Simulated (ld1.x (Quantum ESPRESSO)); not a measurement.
# An all-electron radial function and its pseudo partner (chromium)

Columns: radius, all-electron u(r) and pseudo u(r) of the 3p shell (level -52.47 eV) of chromium in the configuration [Ne] 3s2 3p6 3d5 4s0 4p0; PBE, scalar-relativistic, PAW scheme, ld1.x (Quantum ESPRESSO) 7.5.

| r (bohr) | all-electron | pseudo |
| --- | --- | --- |
| 0.085 | 0.4031 | -0.0245 |
| 0.170 | 0.5576 | -0.0955 |
| 0.255 | 0.3300 | -0.2053 |
| 0.340 | -0.0490 | -0.3426 |
| 0.425 | -0.4217 | -0.4933 |
| 0.510 | -0.7188 | -0.6426 |
| 0.595 | -0.9234 | -0.7767 |
| 0.680 | -1.0416 | -0.8841 |
| 0.765 | -1.0898 | -0.9572 |
| 0.850 | -1.0861 | -0.9928 |
| 0.935 | -1.0471 | -0.9920 |
| 1.020 | -0.9857 | -0.9595 |
| 1.105 | -0.9118 | -0.9029 |
| 1.190 | -0.8324 | -0.8311 |
| 1.275 | -0.7521 | -0.7526 |
| 1.360 | -0.6741 | -0.6743 |
| 1.445 | -0.6004 | -0.6004 |
| 1.530 | -0.5320 | -0.5320 |
| 1.615 | -0.4693 | -0.4693 |
| 1.700 | -0.4126 | -0.4126 |
| 1.785 | -0.3617 | -0.3617 |
| 1.870 | -0.3162 | -0.3162 |
| 1.955 | -0.2759 | -0.2759 |
| 2.040 | -0.2403 | -0.2403 |
| 2.125 | -0.2089 | -0.2089 |
| 2.210 | -0.1813 | -0.1813 |

(1) How many radial nodes do the two functions have?

(2) At about which radius was the pseudo-wave matched?

(3) Is the pseudo-wave norm-conserving?

Answers

(1) The all-electron 3p function has n − l − 1 = 1; the pseudo-wave has 0, since the states of the same l below it are removed with the core.

(2) 1.45 bohr. The columns agree to 0.0005 from 1.36 bohr on; several derivatives are matched, so the curves merge somewhat inside the radius.

(3) No, it belongs to a PAW set: the norm inside the radius is not constrained, and the difference is carried by the augmentation charge.
